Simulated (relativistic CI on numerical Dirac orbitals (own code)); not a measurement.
How well does a small relativistic CI reproduce Gd III?

Computed by Dirac-Coulomb-Breit CI, orbitals from a KLI potential per configuration, QED by a radiative potential, valence Slater integrals scaled by 0.85, P86 correlation estimate, and configurations built on the next ion tied to the tabulated ionisation energy (semi-empirical) (own radial code, finite nucleus).

CI space (outside the closed core [Xe]): 4f7.5d, 4f7.6s, 4f7.6p, 4f7.7s, 4f8, 4f7.7p, 4f6.6s2, 4f6.7s2. The list is cut by size and lacks configurations that can hold low levels.

```
Configuration  Term (tabulated)  J  Measured (cm⁻¹)  Computed  Error  Purity (%)
       4f7.5d               9D°  2              0.0         0      0          97
       4f7.5d               9D°  3            279.3       235    -44          96
       4f7.5d               9D°  5           1310.1      1075   -235          96
       4f7.5d               9D°  6           2282.8      1802   -481          97
          4f8              7F †  6           2381.2     21525  19144          96
          4f8              7F †  5           3996.7     23168  19172          97
          4f8              7F †  4           5015.2     24188  19173          96
          4f8              7F †  3           5790.0     24975  19185          95
          4f8              7F †  2           6334.2     25530  19195          95
       4f7.6s               9S°  4           9195.0     14890   5695          97
       4f7.5d               7D°  5           9356.3     11450   2094          95
       4f7.5d               7D°  4           9717.7     11614   1896          94
       4f7.5d               7D°  1          10387.3     12125   1738          97
       4f7.6p         (7/2,1/2)  3          43020.0     47141   4121          85
       4f7.6p         (7/2,1/2)  4          43611.7     47716   4104          65
       4f7.6p         (7/2,3/2)  5          47233.9     50718   3484          97
       4f7.6p         (7/2,3/2)  4          48339.1     51849   3509          65
       4f7.6p         (7/2,3/2)  3          48859.6     52348   3489          85
       4f7.6p         (7/2,3/2)  2          49194.7     52674   3479          97
```

Measured levels from Martin, Zalubas and Hagan, Atomic Energy Levels: The Rare-Earth Elements, NSRDS-NBS 60 (1978); pairs were made by configuration, J and term (by order where the table uses no LS term), so strongly mixed levels may be paired wrongly.

Mean error by configuration (cm⁻¹): 4f7.5d 828; 4f7.6s 5695; 4f7.6p 3698. Over the excited levels the mean absolute error is 2644 cm⁻¹ (18 of the 18 excited levels that our extract of the source holds in range could be paired), and the median relative error of those above 1,000 cm⁻¹ is 13 %. Some levels of the ground configuration have no partner. † marks terms whose computed intervals miss the measured ones by more than a factor of 2.5, or configurations far off the rest, from wrong mixing, a near crossing or a doubtful label or measurement; they are left out of the means.
